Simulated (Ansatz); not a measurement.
Consider the ligand exchange at the In–O bond: `C[O][In]([CH3])[OH]` + HCl → `C[O][In]([CH3])[Cl]` + H₂O.

Gas-phase electronic energies from Ansatz, PBE0-D4/def2-TZVP geometries. CBS: MP2 limit from def2 TZ/QZ plus the TZ coupled-cluster correction, frozen cores. This one scheme is used for every species. Elements past krypton have def2 core potentials. For In outer-core shells are correlated without core-valence functions, which leaves a few kJ/mol of doubt a bond. One conformer a species, not always the lowest.

```tsv
species	CCSD(T)/CBS(def2) energy (Eh)
`C[O][In]([CH3])[OH]`	-420.50202
HCl	-460.38127
`C[O][In]([CH3])[Cl]`	-804.54127
H₂O	-76.37941
```

Problem. Work out ΔE.

Solution. ΔE = (-804.54127) + (-76.37941) − (-420.50202) − (-460.38127) = -0.03739 Eh = -98.2 kJ/mol.

Largest T1 diagnostic among the species: 0.015.

In def2-TZVPP, CCSD(T) changes the Hartree–Fock value by +17.4 kJ/mol (the triples alone add +1.8 kJ/mol) and MP2 by +15.2 kJ/mol. From PBE to PBE0 (25 % exact exchange), in def2-TZVPP and without D4, ΔE moves by −8.3 kJ/mol.
